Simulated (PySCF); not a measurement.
B(H)(Me)(NHMe) (C2H8BN), SMILES CBNC. Atoms are numbered in the order given.

```xyz
12

B     -0.5805    -0.0897     0.8440
H     -1.5400    -0.3854     1.5246
C      0.6945     0.6167     1.4642
H      1.6062     0.0101     1.3146
H      0.5931     0.7970     2.5447
H      0.8915     1.5921     0.9834
N     -0.6778    -0.4133    -0.5132
C      0.2935    -0.1889    -1.5650
H     -1.5276    -0.8656    -0.8347
H     -0.1092     0.4562    -2.3664
H      0.6197    -1.1349    -2.0331
H      1.1848     0.3051    -1.1559
```
Charge 0, spin multiplicity 1.

The structure is a stationary point at B3LYP-D3(BJ)/def2-SVP. The geometry has at least one imaginary mode, so it is a saddle point at that level. The structure was generated by enumeration, and PubChem lists no compound with its InChIKey, so it may never have been made. Other conformers were not sampled.

Level of theory: B3LYP/pcSseg-1 in PySCF.

GIAO shieldings, no solvent; atoms alike by connectivity are averaged. δ = σ(ref) − σ: ¹¹B against BF3 (σ = 86.3 ppm); ¹H against TMS (σ = 31.68 ppm); ¹³C against TMS (σ = 181.3 ppm); ¹⁵N against NH3 (σ = 265.5 ppm), references at their B3LYP-D3(BJ)/def2-TZVP geometries, non-relativistic.

```json
[
 {"atoms": "B1", "nucleus": "¹¹B", "count": "1", "δ (ppm)": "30.5"},
 {"atoms": "H2", "nucleus": "¹H", "count": "1", "δ (ppm)": "?"},
 {"atoms": "H9", "nucleus": "¹H", "count": "1", "δ (ppm)": "4.31"},
 {"atoms": "H10, H11, H12", "nucleus": "¹H", "count": "3", "δ (ppm)": "?"},
 {"atoms": "H4, H5, H6", "nucleus": "¹H", "count": "3", "δ (ppm)": "?"},
 {"atoms": "C8", "nucleus": "¹³C", "count": "1", "δ (ppm)": "34.5"},
 {"atoms": "C3", "nucleus": "¹³C", "count": "1", "δ (ppm)": "?"},
 {"atoms": "N7", "nucleus": "¹⁵N", "count": "1", "δ (ppm)": "132.7"}
]
```

Question: Some entries are withheld; supply them. (An estimate is asked for; the answer gives what the named calculation found.)

Answer: 
- C3, δ (ppm): 1.5
- H4, H5, H6, δ (ppm): 0.65
- H10, H11, H12, δ (ppm): 3.09
- H2, δ (ppm): 5.12
